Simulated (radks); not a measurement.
Coulomb parameter of the 4f shell of the gadolinium ion Gd3+ in the model configuration [Xe] 4f6 6s1, as a second difference U = [E(n + 0.5) + E(n - 0.5) - 2 E(n)] / (0.5)^2 with all orbitals relaxed. "Bare": the charge of the atom changes with n. "Screened": the 6s shell takes up the change at fixed total charge, which measures U(4f,4f) + U(6s,6s) - 2 U(4f,6s). Method: scalar-relativistic Kohn-Sham, BLYP, spin-unpolarised, spherical densities, finite nucleus; Fermi nuclear charge, rms radius 5.1569 fm; computed with a radial shooting solver on a logarithmic mesh with Libxc functionals.

case              configuration  E - E(n) (eV)
start              [Xe] 4f6 6s1          0.000
bare +0.5        [Xe] 4f6.5 6s1        -19.443
bare -0.5        [Xe] 4f5.5 6s1         24.474
screened +0.5  [Xe] 4f6.5 6s0.5         -8.325
screened -0.5  [Xe] 4f5.5 6s1.5         10.519

U(bare) = 20.124 eV, U(screened by 6s) = 8.775 eV, against the Slater integral F0(4f,4f) = 31.272 eV with frozen orbitals.
